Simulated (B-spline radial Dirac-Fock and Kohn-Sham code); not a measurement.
## Core-level shifts of samarium with charge state

Model: Dirac-Fock (average of configuration) total-energy differences with a finite nucleus, the Breit interaction including its frequency dependence, and self-energy and vacuum-polarisation corrections. Program: a radial B-spline solver. Each ion is free and in its tabulated ground configuration. Correlation energy is missing from these numbers.

Reference: Sm, [Xe] 4f6 6s2, with 3s 1732.5 eV, 4s 360.6 eV, 5s 51.21 eV, 5p1/2 29.59 eV, 5p3/2 26.06 eV, Kα1 (K-L3) 40116.3 eV, Kβ1 (K-M3) 45410.8 eV, Lα1 (L3-M5) 5635.9 eV. Shifts from it, in eV (a dash: the subshell is empty, belongs to an open shell averaged over j, or its hole state is left out as unreliable):

```
 ion          configuration     3s     4s     5s  5p1/2  5p3/2    Kα1    Kβ1    Lα1
 Sm⁺           [Xe] 4f6 6s1   +6.7   +6.6      –   +6.5   +6.5  +0.01  +0.04  +0.02
Sm²⁺               [Xe] 4f6  +14.4  +14.3  +14.0  +14.0  +13.9  +0.06  +0.13  +0.06
Sm³⁺               [Xe] 4f5      ?      ?      ?      ?      ?      ?      ?      ?
Sm⁴⁺               [Xe] 4f4  +60.6  +58.1  +46.2  +44.2  +43.3  -1.70  -4.11  -2.04
Sm⁵⁺               [Xe] 4f3  +87.6  +83.1  +64.1  +61.0  +59.6  -2.77  -6.58  -3.24
Sm⁶⁺  [Kr] 4d10 4f4 5s2 5p4  +95.7  +92.4  +74.2      –      –  -0.88  -2.45  -1.39
```

Task: Give the missing shifts for Sm³⁺.

Result: 3s +36.1, 4s +35.0, 5s +29.5, 5p1/2 +28.5, 5p3/2 +28.0, Kα1 -0.75, Kβ1 -1.86, Lα1 -0.93 (eV).

Over this range M1 (3s) moves by +95.7 eV and Kα1 by -0.9 eV: a line is a difference of two levels that shift in the same direction.

Values without a named source are computed, but for edge energies of neutral atoms, which are taken from tables.
